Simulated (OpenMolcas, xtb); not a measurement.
# A ladder of methods for BSiH2F2 (SMILES FB(F)[SiH2])

The species is BSiH2F2 (6 atoms), meant as a doublet with charge 0. As SMILES, `FB(F)[SiH2]`. The coordinates come from a GFN2-xTB relaxation.

Quantity: the dipole moment, in D. The values are calculated.

```json
{"level": "GFN2-xTB", "kind": "semi-empirical", "program": "xtb", "value (D)": "2.41", "CPU time": "under 2 s"}
{"level": "GFN0-xTB", "kind": "semi-empirical", "program": "xtb", "value (D)": "1.08", "CPU time": "under 2 s"}
{"level": "GFN1-xTB", "kind": "semi-empirical", "program": "xtb", "value (D)": "3.16", "CPU time": "under 2 s"}
{"level": "UHF/ANO-L-MB", "kind": "Hartree–Fock", "program": "OpenMolcas", "value (D)": "2.03", "CPU time": "2.5 s"}
{"level": "UHF/STO-3G", "kind": "Hartree–Fock", "program": "OpenMolcas", "value (D)": "0.82", "CPU time": "1.9 s"}
{"level": "UHF/3-21G", "kind": "Hartree–Fock", "program": "OpenMolcas", "value (D)": "1.71", "CPU time": "2.3 s"}
{"level": "UHF/6-31G* (spherical functions)", "kind": "Hartree–Fock", "program": "OpenMolcas", "value (D)": "1.64", "CPU time": "4.5 s"}
{"level": "UHF/def2-SVP", "kind": "Hartree–Fock", "program": "OpenMolcas", "value (D)": "1.85", "CPU time": "4.7 s"}
{"level": "UHF/def2-TZVP", "kind": "Hartree–Fock", "program": "OpenMolcas", "value (D)": "2.08", "CPU time": "43 s"}
{"level": "UB3LYP/3-21G", "kind": "global hybrid", "program": "OpenMolcas", "value (D)": "1.34", "CPU time": "13 s"}
```

The values span 0.82 to 3.16 D. Magnitudes only: a small dipole may point the other way at some levels. Sets without polarisation functions give poor dipoles. CPU times are rough (shared hosts, several kinds of processor): they show what a rung costs within a factor of a few.
